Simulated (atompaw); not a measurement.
**What the settings do to the PAW (atompaw) potential of Zr (Z = 40)**

Base potential:

* Element: zirconium
* Generator: atompaw 4.2.0.5
* Type: PAW
* Functional: PBE
* Relativity: scalar-relativistic
* Frozen core: [Ar] 3d10
* Valence charge: 12
* Reference configuration: 4s2 4p6 4d1 5s0 5p0 (charge +3)
* Partial waves: 4s (bound): rc 1.45 bohr; 5s (bound, empty): rc 2.45 bohr; 4p (bound): rc 2.10 bohr; 5p (bound, empty): rc 2.45 bohr; 4d (bound): rc 2.45 bohr; 4d channel at -0.7 Ry: rc 2.45 bohr
* Local potential: ultrasoft scheme with l = 3 at -0.5 Ry, radius 2.45 bohr
* Core correction: smooth core density matched at 1.45 bohr
* Augmentation charge: sinc compensation charge, radius 2.00 bohr; PAW radius 2.45 bohr; waves and projectors: modrrkj vanderbiltortho

All-electron outer shells of the reference configuration (PBE, scalar-relativistic, ld1.x):

| shell | level (eV) | outermost node (bohr) | outermost maximum (bohr) |
| --- | --- | --- | --- |
| 3d | -202.47 | – | 0.35 |
| 4s | -81.55 | 0.55 | 1.08 |
| 4p | -59.17 | 0.56 | 1.17 |
| 4d | -28.20 | 0.58 | 1.49 |
| 5s | -24.29 | 1.43 | 2.68 |
| 5p | -18.97 | 1.61 | 3.11 |

Cutoffs, loose and tight: the cutoffs (Ry, on a coarse ladder) from which the occupation-weighted sum of valence levels, in a spherical-Bessel basis at the reference potential, stays within 10 and 1 mRy of its value at 400 Ry. They see the waves, projectors and local potential, not the compensation charge or the core. A dash means not determined.

```csv
change,outcome,"cutoff, loose","cutoff, tight",bound ghosts
base,generated,21 Ry,35 Ry,none
"all radii scaled by about 0.74 (s 1.08, p 1.56, d 1.82 bohr); local potential ultrasoft scheme with l = 3 at -0.5 Ry, radius 1.82 bohr; augmentation sinc compensation charge, radius 1.48 bohr; PAW radius 1.82 bohr; waves and projectors: modrrkj vanderbiltortho; core correction smooth core density matched at 1.08 bohr",failed: atompaw: The overlap operator has at least one negative eigenvalue!,–,–,–
"all radii scaled by about 0.96 (s 1.40, p 2.02, d 2.36 bohr); local potential ultrasoft scheme with l = 3 at -0.5 Ry, radius 2.36 bohr; augmentation sinc compensation charge, radius 1.92 bohr; PAW radius 2.36 bohr; waves and projectors: modrrkj vanderbiltortho; core correction smooth core density matched at 1.40 bohr",generated,25 Ry,45 Ry,none
"all radii scaled by about 1.18 (s 1.72, p 2.48, d 2.90 bohr); local potential ultrasoft scheme with l = 3 at -0.5 Ry, radius 2.90 bohr; augmentation sinc compensation charge, radius 2.36 bohr; PAW radius 2.90 bohr; waves and projectors: modrrkj vanderbiltortho; core correction smooth core density matched at 1.72 bohr",generated,15 Ry,30 Ry,none
"all radii scaled by about 1.27 (s 1.84, p 2.66, d 3.10 bohr); local potential ultrasoft scheme with l = 3 at -0.5 Ry, radius 3.10 bohr; augmentation sinc compensation charge, radius 2.52 bohr; PAW radius 3.10 bohr; waves and projectors: modrrkj vanderbiltortho; core correction smooth core density matched at 1.84 bohr",generated,12 Ry,25 Ry,none
```

(1) What comes out with this change to the base: all radii scaled by about 1.05 (s 1.52, p 2.20, d 2.56 bohr); local potential ultrasoft scheme with l = 3 at -0.5 Ry, radius 2.56 bohr; augmentation sinc compensation charge, radius 2.10 bohr; PAW radius 2.56 bohr; waves and projectors: modrrkj vanderbiltortho; core correction smooth core density matched at 1.52 bohr?

(2) What comes out with this change to the base: all radii scaled by about 0.89 (s 1.30, p 1.88, d 2.18 bohr); local potential ultrasoft scheme with l = 3 at -0.5 Ry, radius 2.18 bohr; augmentation sinc compensation charge, radius 1.78 bohr; PAW radius 2.18 bohr; waves and projectors: modrrkj vanderbiltortho; core correction smooth core density matched at 1.30 bohr?

Results:

(1) outcome: generated; cutoff, loose: 21 Ry; cutoff, tight: 30 Ry; bound ghosts: none.

(2) outcome: generated; cutoff, loose: 30 Ry; cutoff, tight: 55 Ry; bound ghosts: none.

Reading the sweep of the scale of all radii (base = 1) (base included, trends over the rows without a ghost): The loose cutoff falls from 30 Ry at 0.89 to 12 Ry at 1.27. A larger radius leaves more room for a smooth pseudo-wave, so fewer plane waves are needed; a smaller one forces it to follow the all-electron wave where it bends sharply. The generation fails at 0.74.
